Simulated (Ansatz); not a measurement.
B4H10⁺, that is arachno-B4H10 with one electron fewer. Total charge 1; doublet. Geometry PBE0-D4/def2-SVP, that of the neutral singlet; atoms count from 1.

| atom | x (Å) | y (Å) | z (Å) |
| --- | --- | --- | --- |
| B1 | -0.977 | 0.904 | 0.530 |
| B2 | -0.414 | -0.842 | 0.345 |
| B3 | 0.729 | -0.596 | -1.080 |
| B4 | 0.789 | 0.376 | 0.485 |
| H5 | -1.399 | 1.194 | 1.621 |
| H6 | -0.388 | -1.704 | 1.176 |
| H7 | 1.589 | -1.431 | -1.198 |
| H8 | 1.551 | 0.259 | 1.402 |
| H9 | -1.579 | -0.342 | 0.230 |
| H10 | 0.283 | 1.544 | 0.447 |
| H11 | -0.456 | -1.329 | -0.830 |
| H12 | 1.406 | 0.556 | -0.613 |
| H13 | -1.439 | 1.471 | -0.434 |
| H14 | 0.305 | -0.062 | -2.080 |

Q: Estimate the Mulliken populations from the PBE0/def2-TZVP orbitals of Ansatz.

A: 
| atom | charge (e) | spin (α − β) |
| --- | --- | --- |
| B1 | -0.35 | 0.03 |
| B2 | -0.20 | 0.18 |
| B3 | -0.35 | 0.03 |
| B4 | -0.20 | 0.18 |
| H5 | 0.12 | 0.02 |
| H6 | 0.13 | 0.02 |
| H7 | 0.12 | 0.02 |
| H8 | 0.13 | 0.02 |
| H9 | 0.29 | 0.05 |
| H10 | 0.29 | 0.05 |
| H11 | 0.29 | 0.05 |
| H12 | 0.29 | 0.05 |
| H13 | 0.21 | 0.15 |
| H14 | 0.21 | 0.15 |
Mulliken values and Mayer orders depend strongly on the basis.

Q: Where does the spin sit?

A: Summed by element: B 0.42, H 0.58, of 1 unpaired in all. Largest on single atoms: B2 0.18, B4 0.18, H13 0.15.

Q: And the Mayer bond orders between bonded heavy atoms (over 0.3)?

A: B1–B2 0.55 (1.84 Å); B1–B4 0.55 (1.84 Å); B2–B3 0.55 (1.84 Å); B2–B4 0.49 (1.72 Å); B3–B4 0.55 (1.84 Å).
